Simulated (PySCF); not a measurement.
The dipole of `[C](C)(C)(C)[GeH2][CH2]Cl` from its density and from atomic charges.

Coordinates (PBE0-D3(BJ)/def2-SVP, Å) and charges (e) from the PBE0/pcSseg-1 density (PySCF):

| atom | x | y | z | Mulliken | IAO | Hirshfeld | ESP-fitted |
| --- | --- | --- | --- | --- | --- | --- | --- |
| C1 | -0.850 | -2.340 | 1.419 | -0.1621 | -0.4057 | -0.1233 | -0.6276 |
| C2 | -0.284 | -1.053 | 0.817 | -0.7944 | -0.1530 | -0.0423 | +0.5128 |
| C3 | -0.710 | 0.153 | 1.654 | -0.1728 | -0.4053 | -0.1206 | -0.4675 |
| C4 | -0.769 | -0.895 | -0.624 | -0.1652 | -0.4033 | -0.1193 | -0.5684 |
| Ge5 | 1.697 | -1.144 | 0.792 | +0.4942 | +0.6118 | +0.3280 | +0.3076 |
| C6 | 2.466 | -0.638 | 2.535 | -0.4635 | -0.4899 | -0.1200 | -0.4654 |
| Cl7 | 1.824 | -1.645 | 3.871 | -0.1573 | -0.1034 | -0.0553 | -0.1274 |
| H8 | -0.560 | -3.226 | 0.832 | +0.1156 | +0.1327 | +0.0358 | +0.1434 |
| H9 | -0.506 | -2.493 | 2.453 | +0.1336 | +0.1413 | +0.0243 | +0.1680 |
| H10 | -1.954 | -2.297 | 1.431 | +0.1102 | +0.1289 | +0.0362 | +0.1504 |
| H11 | -1.810 | 0.256 | 1.641 | +0.1155 | +0.1331 | +0.0384 | +0.1118 |
| H12 | -0.290 | 1.097 | 1.267 | +0.1127 | +0.1283 | +0.0356 | +0.1129 |
| H13 | -0.402 | 0.045 | 2.706 | +0.1305 | +0.1364 | +0.0300 | +0.1158 |
| H14 | -0.404 | 0.038 | -1.083 | +0.1170 | +0.1333 | +0.0359 | +0.1254 |
| H15 | -0.445 | -1.733 | -1.263 | +0.1164 | +0.1323 | +0.0377 | +0.1315 |
| H16 | -1.873 | -0.870 | -0.653 | +0.1137 | +0.1317 | +0.0377 | +0.1450 |
| H17 | 2.260 | -0.133 | -0.236 | -0.0056 | -0.0963 | -0.0763 | -0.0995 |
| H18 | 2.182 | -2.563 | 0.430 | +0.0047 | -0.0866 | -0.0718 | -0.0754 |
| H19 | 2.231 | 0.410 | 2.770 | +0.1762 | +0.1644 | +0.0435 | +0.1881 |
| H20 | 3.559 | -0.751 | 2.532 | +0.1805 | +0.1696 | +0.0451 | +0.2185 |

Problem. What dipole does each set of charges give (1 e·Å = 4.803 D), and what does the density give?

Solution. The full density gives (-0.10, 1.02, -1.25) D, 1.62 D in size; dipole vectors point from the negative to the positive end.

```json
{"scheme": "Mulliken", "μx": "0.48", "μy": "0.74", "μz": "-2.82", "size (D)": "2.96", "share of the full size (%)": "183", "angle to the full dipole (°)": "28"}
{"scheme": "IAO", "μx": "0.49", "μy": "0.63", "μz": "-1.98", "size (D)": "2.14", "share of the full size (%)": "132", "angle to the full dipole (°)": "27"}
{"scheme": "Hirshfeld", "μx": "0.41", "μy": "0.41", "μz": "-0.73", "size (D)": "0.93", "share of the full size (%)": "58", "angle to the full dipole (°)": "31"}
{"scheme": "ESP-fitted", "μx": "-0.07", "μy": "1.06", "μz": "-1.27", "size (D)": "1.65", "share of the full size (%)": "102", "angle to the full dipole (°)": "1"}
```

Problem. Which set comes closest?

Solution. Length of the difference vector: ESP-fitted 0.05 D, Hirshfeld 0.95 D, IAO 1.02 D, Mulliken 1.70 D. Closest: ESP-fitted. The schemes that divide the density aren't constrained to reproduce the dipole.

Problem. What is left for the Hirshfeld atoms' own dipoles?

Solution. The Hirshfeld atoms' densities add up to the full density, so μ = Σ q r + Σ (atomic dipoles). The atomic dipoles sum to (-0.10, 1.02, -1.25) − (0.41, 0.41, -0.73) = (-0.51, 0.61, -0.52) D, 0.95 D in size.

Problem. With the origin at the mean of the coordinates, (0.268, -0.989, 1.165) Å, which are the largest single terms, by size, of the Hirshfeld dipole along the direction of the full one?

Solution. C4 -0.86, Cl7 +0.69, C1 +0.58, C6 +0.56, H17 -0.55 D; all 20 atoms together +0.79 D. The single terms depend on the origin, their sum doesn't.

Problem. Give the size of the full dipole in other units.

Solution. 1.62 D = 0.636 au = 0.337 e·Å = 5.39 × 10⁻³⁰ C·m.

One conformer (not necessarily the lowest) at the PBE0-D3(BJ)/def2-SVP geometry, without solvent, vibrations or thermal averaging. The calculation is non-relativistic, for germanium too.

These values come from a run that also computed NMR shieldings. Time: 51 s. Hardware: x86-64 server, one thread, no GPU (shared host).

Conformer computed: `[CH3:1][C:2]([CH3:3])([CH3:4])[GeH2:5][CH2:6][Cl:7]`: C1–C2–Ge5–C6 -83°, C2–Ge5–C6–Cl7 56°.
